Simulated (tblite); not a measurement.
Run record: tight-binding relaxation, `[Ge@H]1([C]#C)[CH2]C=C(OC)[CH2]1`.

Computed with GFN2-xTB geometry optimisation, gas phase (tblite 0.8.0). Start geometry: from a force field or distance geometry. A driver script takes a list of jobs; this job's settings line and coordinates (Å) are shown.

Command:
```bash
OMP_NUM_THREADS=1 python probes_run.py task.json out
```

Input:
```
{"job": {"kind": "relax", "xc": "GFN2-xTB", "basis": "xTB"}, "charge": 0, "multiplicity": 1}
C      3.486200    -1.981400     0.055300
C      2.804800    -0.993300    -0.133000
Ge     1.778400     0.541800    -0.399100
C      0.384200     0.307700    -1.760400
C     -0.638300    -0.314600    -0.883900
C     -0.656100    -0.130000     0.360200
O     -1.649400    -0.723600     1.205500
C     -2.964500    -0.201000     1.047600
C      0.385800     0.715400     0.991300
H      4.083800    -2.853100     0.220300
H      2.571400     1.818300    -0.583400
H      0.060500     1.267200    -2.181000
H      0.688000    -0.421800    -2.521600
H     -1.417300    -0.963600    -1.396500
H     -3.683600    -0.698500     1.722400
H     -3.202700    -0.325900    -0.022600
H     -2.893100     0.882000     1.297300
H      0.103400     1.771000     1.014300
H      0.749100     0.327700     1.959800
```

Output:
```
step      E/eV     max force
  0    -705.57280    6.071
  1    -705.68554    4.502
  2    -705.90110    2.986
  3    -705.84230    4.634
  4    -706.01520    0.436
  5    -706.04129    0.363
  6    -706.09940    0.336
  7    -706.10782    0.289
  8    -706.12994    0.251
  9    -706.13600    0.184
... (93 lines left out)
103    -706.39153    0.023
104    -706.39158    0.018
105    -706.39161    0.019
106    -706.39163    0.037
107    -706.39165    0.011
108    -706.39168    0.019
109    -706.39172    0.021
110    -706.39174    0.012
111    -706.39176    0.011
112    -706.39177    0.010
```

«max force» is the largest atomic force in eV/Å.

From which step on does the largest force stay under 0.1 eV/Å, and how much energy is left to gain from there?

From step 71 (0.092 eV/Å), 6.3 meV above the end.

Main results: energy lowered by 18.9 kcal/mol over 112 steps; largest atomic force 0.010 eV/Å at the end.

Where do the atoms end?

0.572 Å rms from the input after alignment:
```
atom  x, y, z in Å
C1     3.7777   -1.8996   -0.1351
C2     3.0332   -0.9598   -0.2338
Ge3    1.8070    0.4909   -0.3784
C4     0.3557    0.1727   -1.6951
C5    -0.8631    0.0293   -0.8305
C6    -0.7787    0.2061    0.4848
O7    -1.7961    0.1138    1.3942
C8    -3.0748   -0.2158    0.9166
C9     0.5329    0.5498    1.1361
H10    4.4371   -2.7160   -0.0470
H11    2.6405    1.7382   -0.5678
H12    0.2318    1.0008   -2.3961
H13    0.5120   -0.7267   -2.2942
H14   -1.7904   -0.2151   -1.3260
H15   -3.7241   -0.2459    1.7904
H16   -3.0771   -1.1952    0.4265
H17   -3.4454    0.5377    0.2133
H18    0.4608    1.5292    1.6095
H19    0.7512   -0.1699    1.9249
```

How long does this job take on an Intel Xeon at 2.60 GHz with one thread, shared host?

About 1.0 s.
Labels such as C1 count atoms from 1, the log's own numbers from 0.
